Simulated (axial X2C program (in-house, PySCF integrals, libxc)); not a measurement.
**Estimating the spin–orbit splitting of the π levels of BBr**

Computed with an axial X2C code built on PySCF integrals. Spin-free means the one-electron spin-free X2C Hamiltonian; two-component (2c) means X2C with spin–orbit coupling and atomic mean-field two-electron Coulomb and Gaunt terms, so the difference of the two also holds small scalar two-electron terms. Basis: Br dyall-cv3z [8s9p6d4f1g], B dyall-v3z [7s6p2d1f] (cores contracted in-house); Gaussian nuclei, density fitting, unrestricted open shells. Masses: Br 78.918 u, B 11.009 u.

Hartree–Fock at 1.894 Å, closed shell. Valence p splittings ε(p3/2) − ε(p1/2) of spherical Dirac–Hartree–Fock atoms with fractionally filled p shells: Br 4p 0.555 eV.

```json
{"filled π level (eV), spin-free": "-12.71", "B p share": "0.09", "Br p share": "0.85"}
```

Problem. In first order a p shell splits by 3ζ/2 and a π orbital by ζ. Estimate the splitting of each π level from the shares.

Solution. level -12.71 eV: (2/3) × (0.85 × 0.555) = 0.32 eV.

The two-component Hartree–Fock calculation gives:

```
ε(ω = 1/2) (eV)  σ share of it  ε(ω = 3/2) (eV)  splitting (eV)  estimate (eV)
        -12.886           0.00          -12.525            0.36           0.32
```

The estimate leaves out the mixing of π1/2 with σ1/2 levels, which pushes the ω = 1/2 spinor up or down, the d and f parts of the orbital, small shares of the strongly split outer-core p shell of a metal, the Gaunt term (absent from the atomic values), and the change of the atomic p orbitals with charge; Löwdin shares depend on the basis.
